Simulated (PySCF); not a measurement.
r2SCAN on Sc (scandium, neutral), [Ar] 3d1 4s2, 2D determinant. Computed with PySCF 2.14 in aug-cc-pVDZ, with the non-relativistic Hamiltonian (point nucleus).

```
cycle= 1 E= -760.572024505457  delta_E= -0.00675  |g|= 0.0161  |ddm|= 2.16
cycle= 2 E= -760.5749168669  delta_E= -0.00289  |g|= 0.0192  |ddm|= 0.315
cycle= 3 E= -760.575205082804  delta_E= -0.000288  |g|= 0.0182  |ddm|= 0.0569
cycle= 4 E= -760.577235572165  delta_E= -0.00203  |g|= 0.0126  |ddm|= 0.911
cycle= 5 E= -760.577507656467  delta_E= -0.000272  |g|= 0.00307  |ddm|= 0.297
cycle= 6 E= -760.577525448437  delta_E= -1.78e-05  |g|= 0.001  |ddm|= 0.073
cycle= 7 E= -760.577529669565  delta_E= -4.22e-06  |g|= 0.000476  |ddm|= 0.0125
cycle= 8 E= -760.577530184091  delta_E= -5.15e-07  |g|= 0.00022  |ddm|= 0.0118
cycle= 9 E= -760.577530287672  delta_E= -1.04e-07  |g|= 4.41e-05  |ddm|= 0.00312
cycle= 10 E= -760.577530294858  delta_E= -7.19e-09  |g|= 2.69e-06  |ddm|= 0.00102
cycle= 11 E= -760.577530294893  delta_E= -3.52e-11  |g|= 2.85e-07  |ddm|= 5.48e-05
converged SCF energy = -760.577530294893  <S^2> = 1.2412777  2S+1 = 2.4423576
```

Highest occupied orbital energy: -3.699 eV; ⟨L²⟩ = 7.74; populations by l: s 7.71, p 12.00, d 1.29, f 0.00.

(1) Can this result be used?

Results:

(1) Not for this state. Self-consistency was reached. ⟨L²⟩ = 7.74 against 6 for a pure D term, so this real determinant mixes terms. ⟨S²⟩ = 1.24 against 0.75 shows spin contamination. The s, p, d and f populations moved away from the nominal configuration during the SCF.
